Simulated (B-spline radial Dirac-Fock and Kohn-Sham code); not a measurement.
Yb⁺: non-radiative channels of the 2p1/2 vacancy

System: ytterbium as Yb⁺ in the configuration [Xe] 4f14 6s1, inside a Watson sphere of charge -1 and radius 2.4 Å (a model of the Madelung potential; inside it an electron's potential energy is raised by 6.0 eV).

The run's input, task.json:

```json
{"items": [{
  "Z": 70,
  "q": 1,
  "cfg": [[1, 0, 2], [2, 0, 2], [2, 1, 6], [3, 0, 2], [3, 1, 6], [3, 2, 10], [4, 0, 2], [4, 1, 6], [4, 2, 10], [4, 3, 14], [5, 0, 2], [5, 1, 6], [6, 0, 1]],
  "A": 174,
  "rrms": 5.3108,
  "watson": [-1, 2.4],
  "do": ["binding", "quiet", "decay"],
  "holes": ["K", "L1", "L2", "L3", "M1", "M2", "M3", "M4", "M5", "N1", "N2", "N3", "N4", "N5", "N6", "N7"]
}]}
```

Command: `python xray_run.py task.json out`

Level of theory: a relativistic independent-particle model: LDA orbitals of the hole state, radiative multipoles to third order, Auger rates from the Coulomb interaction with a continuum orbital, Dirac-Fock energies; a radial B-spline solver. Kinetic energies are configuration averages from the vacuum level; the two-hole energies are estimated from single-hole states.

```
transition  kinetic energy (eV)  width (meV)  share (%)
   L2-L3N2                604.1          183        5.5
   L2-L3N4                807.7          249        7.4
   L2-M1M2               5355.0         95.3        2.8
   L2-M2M3               5797.4          277        8.3
   L2-M2M4               6177.5          144        4.3
   L2-M2M5               6217.8          238        7.1
   L2-M3M4               6395.8          189        5.6
   L2-M4M4               6768.5          155        4.6
   L2-M4M5               6815.2          654       19.5
   L2-M4N5               8187.8          114        3.4
```

The listed channels hold 69 % of the non-radiative rate. Summed by principal shells, of 3.35 eV in all: LMM 57.6 %, LMN 20.2 %, LLN 18.1 %, LNN 1.7 %, LMO 1.1 %, LLO 1.0 %.

Values without a named source are computed, but for edge energies of neutral atoms, which are taken from tables.
